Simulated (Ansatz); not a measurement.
Reaction (ligand exchange at the Si–S bond): `O[SiH](O)S[SiH2]Cl` + CH₃NH₂ → `CN[SiH](O)O` + `S[SiH2]Cl`

Isolated molecules relaxed with PBE0-D4/def2-TZVP in Ansatz; ΔE leaves out vibrations. CCSD(T)/CBS adds triple-zeta CCSD(T) − MP2 to the extrapolated MP2 energy (def2 sets, frozen cores). Functionals use def2-TZVPP. One conformer a species, not always the lowest.

| level | ΔE (kJ/mol) |
| --- | --- |
| PBE-D4 | 10.0 |
| CCSD(T)/def2-TZVPP | -2.2 |
| MP2/def2-QZVPP | 3.4 |
| HF/CBS(def2) | -12.4 |

Task: What does CCSD(T)/CBS give? (An estimate is asked.)

Result: Ansatz gave: +0.9 kJ/mol. The listed levels differ from it by 9.1, -3.1, 2.5, -13.3 kJ/mol.

Largest T1 diagnostic among the species: 0.011.

In def2-TZVPP, CCSD(T) changes the Hartree–Fock value by +9.3 kJ/mol (the triples alone add +3.1 kJ/mol) and MP2 by +13.4 kJ/mol. The D4 term adds +5.8 kJ/mol with B3LYP and +3.3 kJ/mol with PBE0; it sums over pairs of atoms, weighted by their polarisabilities, and B3LYP, whose exchange is more repulsive, gets the larger term.

B3LYP here is the variant with VWN-RPA as its local correlation; programs differ in this.
